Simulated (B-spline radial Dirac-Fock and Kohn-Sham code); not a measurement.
Binding energies of Hf²¹⁺ at several levels of theory

System: the Hf²¹⁺ ion in the configuration 1s2 2s2 2p6 3s2 3p6 3d10 4s2 4p6 4d10 4f5.

The density-functional columns are spherical, spin-unpolarised Dirac-Kohn-Sham results without Breit or QED terms: −ε is minus the orbital energy of the initial state and ΔSCF the difference of two total energies. The reference in the last column comes from multi-electron Dirac-Fock with separately optimised hole states, Breit and Lamb-shift corrections added in first order. All numbers are from a radial atomic solver, in eV; a selection of levels is shown. The Kohn-Sham columns are given as differences from the reference. For the 1s level of heavy atoms much of the gap between ΔSCF and the reference is the Breit and QED part, -318.7 eV here; for other levels the error of the functional can be larger.

| level | LDA −ε − DF | LDA ΔSCF − DF | Dirac-Fock |
| --- | --- | --- | --- |
| K | -243.4 | +305.8 | 65958.0 |
| L1 | -172.9 | -60.3 | 11898.2 |
| L2 | -127.5 | +12.8 | 11358.0 |
| L3 | -139.8 | -16.1 | 10180.2 |
| M1 | -95.2 | -52.2 | 3227.6 |
| M2 | -78.0 | -32.9 | 2990.4 |
| M3 | -77.0 | -34.7 | 2733.8 |
| M4 | -55.9 | -7.7 | 2338.1 |
| M5 | -57.0 | -9.8 | 2283.5 |
| N1 | -49.0 | -25.9 | 1122.0 |
| N2 | -40.6 | -17.6 | 1022.1 |
| N3 | -40.4 | -18.3 | 957.2 |
| N4 | -25.6 | -3.7 | 790.5 |
| N5 | -25.7 | -4.1 | 777.9 |
| N6,7 | -19.3 | +2.5 | 579.6 |

Values without a named source are computed, but for edge energies of neutral atoms, which are taken from tables.
